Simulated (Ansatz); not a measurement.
A run for Ansatz (a program for electronic structure): R-RI-MP2/def2-TZVPPD on CH7BrSi (a complex), monomers drawn apart or pushed together. Files ending in .json are basis or fitting sets from the Basis Set Exchange. The run froze 20 orbitals, filled d shells among them.

Ansatz 0.2 input:
```yaml
crystal:
  periodic: [false, false, false]
  atoms:
    - {symbol: Br, position_ang: [-1.42924959, 0.06058801, -0.17129521]}
    - {symbol: H, position_ang: [-0.30333285, -0.16620468, 0.68132888]}
    - {symbol: C, position_ang: [-0.34979693, 0.47236839, 5.15457871]}
    - {symbol: Si, position_ang: [1.41697442, -0.08857896, 4.89307937]}
    - {symbol: H, position_ang: [-0.53296190, 0.68328862, 6.20978120]}
    - {symbol: H, position_ang: [-1.05530837, -0.29567021, 4.83368957]}
    - {symbol: H, position_ang: [-0.56049042, 1.37874296, 4.58479811]}
    - {symbol: H, position_ang: [2.38254443, 0.95770650, 5.30367417]}
    - {symbol: H, position_ang: [1.65887625, -0.37525031, 3.45082734]}
    - {symbol: H, position_ang: [1.70581081, -1.33248346, 5.64467085]}
basis:
  gaussian:
    orbitals: def2-TZVPPD.json
    fitting: {mean_field: def2-universal-JKFIT, correlation: def2-TZVPPD-RIFIT.json}
magnetization: {spin_polarized: false}
correlation: {method: mp2, electrons: outside_noble_gas}
scf: {lower_state_search: off}
```

Output:

```
Functional definition: HF
[...]
these checks for a lower state are left out or cut short: stability, starts, cluster_reference, orbital_swaps, neighbouring_geometries, increment
integrals: 0.30 GiB planned
595 factors; integrals over basis functions are off by at most 1.1e0 eV
mean field: 0.56 GiB planned
mean field evaluation 1: about -79001.3264 eV, gradient 2.6e1 eV
mean field evaluation 2: about -79003.1532 eV, gradient 1.0e1 eV
mean field evaluation 4: about -79003.4692 eV, gradient 4.7e-1 eV
mean field -79003.47201229 eV, -2903.3240459748 hartree, gradient 8.3e-7 eV, S^2 0.000000; 0 other end points of the search recorded, 0 dependent functions left out
20 core orbitals not correlated
679 factors; their error is unknown
reference -79003.47201229 eV, -2903.3240459748 hartree; 11, 11 occupied and 230, 230 virtual orbitals, 679 factors
second order -13.47174116 eV of doubles, -0.00000000 eV of singles
Total energy: -79016.94375345 eV, -2903.8191233311 hartree
Checks for a lower state left out: stability, starts, cluster_reference, orbital_swaps, neighbouring_geometries, increment
```

The calculation finished and met its thresholds.

Cost: very roughly 2.0 core-seconds.
